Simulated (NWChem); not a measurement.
System: C$_{2}$H$_{7}$AlS; SMILES [CH3][AlH][S]C

Here is an NWChem input.

```
start job
memory heap 200 mb stack 900 mb global 1100 mb
geometry units angstroms noautosym nocenter noautoz
  Al    -0.517036     0.871858    -0.094184
  H     -2.066599     0.656374    -0.388008
  C      0.367212     2.619783     0.003240
  H     -0.084791     3.243777     0.785639
  H      0.253330     3.168936    -0.940840
  H      1.438879     2.542279     0.216472
  S      0.670752    -0.946897     0.216807
  C     -0.564023    -2.313959     0.034183
  H     -1.565201    -1.931569    -0.177713
  H     -0.587718    -2.889009     0.962244
  H     -0.246684    -2.963815    -0.784060
end
basis spherical
  * library def2-svp
end
dft
  xc b3lyp
  iterations 150
  mulliken
end
task dft energy
esp
  recalculate
  probe 0.07
  range 0.3
  factor 1.0
  spacing 0.02
end
task esp
```

NWChem printed, in part:

```
             Northwest Computational Chemistry Package (NWChem) 7.3.0
             --------------------------------------------------------

                             Geometry "geometry" -> ""
                             -------------------------

 Output coordinates in angstroms (scale by  1.889725989 to convert to a.u.)

  No.       Tag          Charge          X              Y              Z
 ---- ---------------- ---------- -------------- -------------- --------------
    1 Al                  13.0000    -0.51703600     0.87185800    -0.09418400
    2 H                    1.0000    -2.06659900     0.65637400    -0.38800800
    3 C                    6.0000     0.36721200     2.61978300     0.00324000
    4 H                    1.0000    -0.08479100     3.24377700     0.78563900
    5 H                    1.0000     0.25333000     3.16893600    -0.94084000
    6 H                    1.0000     1.43887900     2.54227900     0.21647200
    7 S                   16.0000     0.67075200    -0.94689700     0.21680700
    8 C                    6.0000    -0.56402300    -2.31395900     0.03418300
    9 H                    1.0000    -1.56520100    -1.93156900    -0.17771300
   10 H                    1.0000    -0.58771800    -2.88900900     0.96224400
   11 H                    1.0000    -0.24668400    -2.96381500    -0.78406000

 Effective nuclear repulsion energy (a.u.)     193.3740375896

                                 NWChem DFT Module
                                 -----------------

 Summary of "ao basis" -> "ao basis" (spherical)
 ------------------------------------------------------------------------------
       Tag                 Description            Shells   Functions and Types
 ---------------- ------------------------------  ------  ---------------------
 Al                         def2-svp                 8       18   4s3p1d
 H                          def2-svp                 3        5   2s1p
 C                          def2-svp                 6       14   3s2p1d
 S                          def2-svp                 8       18   4s3p1d

            General Information
            -------------------
          SCF calculation type: DFT
          Wavefunction type:  closed shell.
          No. of atoms     :    11
          No. of electrons :    48
           Alpha electrons :    24
            Beta electrons :    24
          Charge           :     0
          Spin multiplicity:     1
          Use of symmetry is: off; symmetry adaption is: off
          Maximum number of iterations: 150
          AO basis - number of functions:    99
                     number of shells:    49
          Convergence on energy requested:  1.00D-06
          Convergence on density requested:  1.00D-05
          Convergence on gradient requested:  5.00D-04

              XC Information
              --------------
                         B3LYP Method XC Potential
                     Hartree-Fock (Exact) Exchange  0.200
                        Slater Exchange Functional  0.800 local
                    Becke 1988 Exchange Functional  0.720 non-local
              Lee-Yang-Parr Correlation Functional  0.810
                  VWN I RPA Correlation Functional  0.190 local

             Grid Information
             ----------------
          Grid used for XC integration:  medium
          Radial quadrature: Mura-Knowles
          Angular quadrature: Lebedev.
          Tag              B.-S. Rad. Rad. Pts. Rad. Cut. Ang. Pts.
          ---              ---------- --------- --------- ---------
          Al                  1.25       88          11.0       590
          H                   0.35       45          14.0       434
          C                   0.70       49          13.0       434
          S                   1.00       88          11.0       590
          Grid pruning is: on
          Number of quadrature shells:   589
          Spatial weights used:  Erf1

      Superposition of Atomic Density Guess
      -------------------------------------

 Sum of atomic energies:        -717.88330978

      Non-variational initial energy
      ------------------------------

 Total energy =    -719.592118
 1-e energy   =   -1374.535673
 2-e energy   =     461.569517
 HOMO         =      -0.302574
 LUMO         =       0.017509

     ---------------------------------------------
      Total Density - Mulliken Population Analysis
     ---------------------------------------------

    Atom       Charge   Shell Charges
 -----------   ------   -------------------------------------------------------
    1 Al  13    12.09   2.00  1.99  0.91  0.15  5.93  0.60  0.37  0.13
    2 H    1     1.20   0.70  0.49  0.01
    3 C    6     6.74   1.99  0.97  0.30  2.16  1.31  0.01
    4 H    1     0.86   0.65  0.19  0.03
    5 H    1     0.86   0.65  0.19  0.03
    6 H    1     0.87   0.65  0.18  0.03
    7 S   16    16.53   2.00  1.99  1.20  0.66  5.94  1.82  2.88  0.04
    8 C    6     6.18   1.99  0.94  0.25  1.91  1.07  0.02
    9 H    1     0.89   0.67  0.20  0.03
   10 H    1     0.89   0.68  0.19  0.02
   11 H    1     0.89   0.68  0.19  0.02

   convergence    iter        energy       DeltaE   RMS-Dens  Diis-err
 ---------------- ----- ----------------- --------- --------- ---------
 d= 0,ls=0.0,diis     1   -720.8231790436 -9.14D+02  8.12D-03  3.29D-01
 d= 0,ls=0.0,diis     2   -720.8405217714 -1.73D-02  4.93D-03  1.57D-01
 d= 0,ls=0.0,diis     3   -720.8591456818 -1.86D-02  1.60D-03  3.76D-02
 d= 0,ls=0.0,diis     4   -720.8646070585 -5.46D-03  2.62D-04  5.46D-04
 d= 0,ls=0.0,diis     5   -720.8646938433 -8.68D-05  6.14D-05  3.81D-05
  Resetting Diis
 d= 0,ls=0.0,diis     6   -720.8646989292 -5.09D-06  1.83D-05  4.49D-06
 d= 0,ls=0.0,diis     7   -720.8646995592 -6.30D-07  5.54D-06  7.12D-08

         Total DFT energy =     -720.864699559197
      One electron energy =    -1378.696909174460
           Coulomb energy =      522.299316368707
    Exchange-Corr. energy =      -57.841144343068
 Nuclear repulsion energy =      193.374037589625

 Numeric. integr. density =       48.000024184978

                       DFT Final Molecular Orbital Analysis
                       ------------------------------------

 Vector   22  Occ=2.000000D+00  E=-2.913405D-01
              MO Center= -4.5D-01,  1.6D+00, -1.1D-01, r^2= 3.4D+00
   Bfn.  Coefficient  Atom+Function         Bfn.  Coefficient  Atom+Function
  ----- ------------  ---------------      ----- ------------  ---------------
    28      0.347071   3 C  py               19      0.271398   2 H  s
    31      0.211296   3 C  py               20      0.193028   2 H  s
    27      0.184760   3 C  px                8     -0.176249   1 Al px
    26     -0.176731   3 C  s                 9     -0.164316   1 Al py
     5      0.110281   1 Al px               11     -0.106058   1 Al px

 Vector   23  Occ=2.000000D+00  E=-2.762527D-01
              MO Center=  2.8D-01, -6.3D-01,  1.3D-01, r^2= 3.3D+00
   Bfn.  Coefficient  Atom+Function         Bfn.  Coefficient  Atom+Function
  ----- ------------  ---------------      ----- ------------  ---------------
    63      0.426290   7 S  px               60      0.325490   7 S  px
    64     -0.250419   7 S  py               61     -0.196216   7 S  py
    57      0.186068   7 S  px                9      0.155554   1 Al py
    56      0.155625   7 S  s                19      0.148233   2 H  s
    20      0.144731   2 H  s                85      0.139197   9 H  s

 Vector   24  Occ=2.000000D+00  E=-2.449441D-01
              MO Center=  4.8D-01, -8.9D-01,  1.8D-01, r^2= 2.2D+00
   Bfn.  Coefficient  Atom+Function         Bfn.  Coefficient  Atom+Function
  ----- ------------  ---------------      ----- ------------  ---------------
    65      0.591183   7 S  pz               62      0.409568   7 S  pz
    59      0.234730   7 S  pz               13      0.153345   1 Al pz
    90     -0.121965  10 H  s                95      0.122037  11 H  s
    63     -0.115704   7 S  px               76     -0.112757   8 C  pz
    10      0.099796   1 Al pz               60     -0.080160   7 S  px

 Vector   25  Occ=0.000000D+00  E=-3.388035D-02
              MO Center= -4.8D-01,  7.3D-01, -8.2D-02, r^2= 4.2D+00
   Bfn.  Coefficient  Atom+Function         Bfn.  Coefficient  Atom+Function
  ----- ------------  ---------------      ----- ------------  ---------------
    13      0.800918   1 Al pz               65     -0.351606   7 S  pz
    10      0.331642   1 Al pz                7     -0.182161   1 Al pz
    62     -0.166795   7 S  pz               11     -0.156640   1 Al px
    39     -0.142455   4 H  s                44      0.142518   5 H  s
    59     -0.095823   7 S  pz               38     -0.094339   4 H  s

 Vector   26  Occ=0.000000D+00  E= 1.339007D-02
              MO Center=  6.0D-02,  9.2D-01,  1.7D-02, r^2= 6.6D+00
   Bfn.  Coefficient  Atom+Function         Bfn.  Coefficient  Atom+Function
  ----- ------------  ---------------      ----- ------------  ---------------
     4      1.358085   1 Al s                26     -1.295533   3 C  s
    56     -0.637031   7 S  s                73      0.617835   8 C  s
    11      0.362959   1 Al px               39      0.346600   4 H  s
    44      0.346619   5 H  s                63      0.327776   7 S  px
    20     -0.284949   2 H  s                12      0.227012   1 Al py

 Vector   27  Occ=0.000000D+00  E= 2.749325D-02
              MO Center= -4.6D-01, -9.2D-01, -6.3D-03, r^2= 5.4D+00
   Bfn.  Coefficient  Atom+Function         Bfn.  Coefficient  Atom+Function
  ----- ------------  ---------------      ----- ------------  ---------------
    73      1.510401   8 C  s                 4     -0.881643   1 Al s
    20      0.795668   2 H  s                64      0.663332   7 S  py
    12      0.621767   1 Al py               91     -0.547172  10 H  s
    96     -0.547211  11 H  s                11      0.372087   1 Al px
    86     -0.343676   9 H  s                72      0.240933   8 C  s

     ---------------------------------------------
      Total Density - Mulliken Population Analysis
     ---------------------------------------------

    Atom       Charge   Shell Charges
 -----------   ------   -------------------------------------------------------
    1 Al  13    12.41   2.00  1.98  0.95  0.08  5.92  0.83  0.48  0.17
    2 H    1     1.18   0.72  0.45  0.01
    3 C    6     6.33   1.98  0.89  0.26  2.12  1.07  0.02
    4 H    1     0.96   0.73  0.20  0.03
    5 H    1     0.96   0.73  0.20  0.03
    6 H    1     0.95   0.73  0.20  0.03
    7 S   16    16.30   2.00  1.98  1.25  0.64  5.93  1.83  2.62  0.05
    8 C    6     6.08   1.99  0.91  0.18  2.08  0.89  0.03
    9 H    1     0.94   0.74  0.18  0.02
   10 H    1     0.94   0.74  0.18  0.02
   11 H    1     0.94   0.74  0.18  0.02

     -------------------------------------------
      Total Density - Lowdin Population Analysis
     -------------------------------------------

    Atom       Charge   Shell Charges
 -----------   ------   -------------------------------------------------------
    1 Al  13    12.63   2.00  1.94  0.63  0.29  5.81  0.96  0.73  0.27
    2 H    1     1.15   0.64  0.50  0.01
    3 C    6     6.32   1.96  0.59  0.34  1.89  1.49  0.04
    4 H    1     0.96   0.62  0.27  0.07
    5 H    1     0.96   0.62  0.27  0.07
    6 H    1     0.96   0.63  0.27  0.07
    7 S   16    15.95   2.00  1.95  0.98  0.65  5.81  1.92  2.58  0.06
    8 C    6     6.14   1.96  0.60  0.33  1.86  1.32  0.07
    9 H    1     0.97   0.64  0.26  0.07
   10 H    1     0.97   0.64  0.26  0.07
   11 H    1     0.97   0.64  0.26  0.07

     Multipole analysis of the density
     ---------------------------------

     L   x y z        total         alpha         beta         nuclear
     -   - - -        -----         -----         ----         -------
     0   0 0 0     -0.000000    -24.000000    -24.000000     48.000000

     1   1 0 0     -0.330307     -0.137671     -0.137671     -0.054965
     1   0 1 0      0.029574      0.160562      0.160562     -0.291549
     1   0 0 1     -0.065954     -2.057622     -2.057622      4.049290

     2   2 0 0    -32.862917    -56.892085    -56.892085     80.921252
     2   1 1 0      1.384144     -9.775096     -9.775096     20.934336
     2   1 0 1     -0.869092     -6.801240     -6.801240     12.733388
     2   0 2 0    -28.012015   -274.431937   -274.431937    520.851858
     2   0 1 1      0.236418      9.092447      9.092447    -17.948477
     2   0 0 2    -29.053967    -21.930766    -21.930766     14.807564

                     NWChem Electrostatic Potential Fit Module
                     -----------------------------------------

 Atom parameters

 Number of atoms is                                   11
 Number of basis functions is                         99

 Grid parameters

 Maximum number of grid points is                  46265
 Number of grid points is                          46264
 Grid range                                     0.300000 nm
 Grid spacing                                   0.020000 nm
 Probe radius                                   0.070000 nm
 Atom radius factor                             1.000000

 Atomic radii

    1    0.100000
    6    0.147000
   13    0.195000
   16    0.174000
 FASTESP  F
  using M.O. file = ./job.movecs

    Atom              Coordinates                           Charge

                                                  ESP

    1 Al   -0.051704    0.087186   -0.009418    0.646212
    2 H    -0.206660    0.065637   -0.038801   -0.241110
    3 C     0.036721    0.261978    0.000324   -0.319551
    4 H    -0.008479    0.324378    0.078564    0.047611
    5 H     0.025333    0.316894   -0.094084    0.047672
    6 H     0.143888    0.254228    0.021647    0.066524
    7 S     0.067075   -0.094690    0.021681   -0.419773
    8 C    -0.056402   -0.231396    0.003418    0.194647
    9 H    -0.156520   -0.193157   -0.017771   -0.030031
   10 H    -0.058772   -0.288901    0.096224    0.004322
   11 H    -0.024668   -0.296382   -0.078406    0.003478
                                            ------------
                                               -0.000000

 Dipole moment                                  0.382703

 Quadrupole moment Qxx                         -8.325909
                   Qyy                          5.069402
                   Qzz                          3.256507

 RMS deviation kJ/mol                           0.063912

 RRMS %                                        46.801622
```

Level: B3LYP/def2-SVP. Coordinates come from a B3LYP/6-31G* (spherical d) optimisation. B3LYP is NWChem's, with the RPA form of VWN correlation.
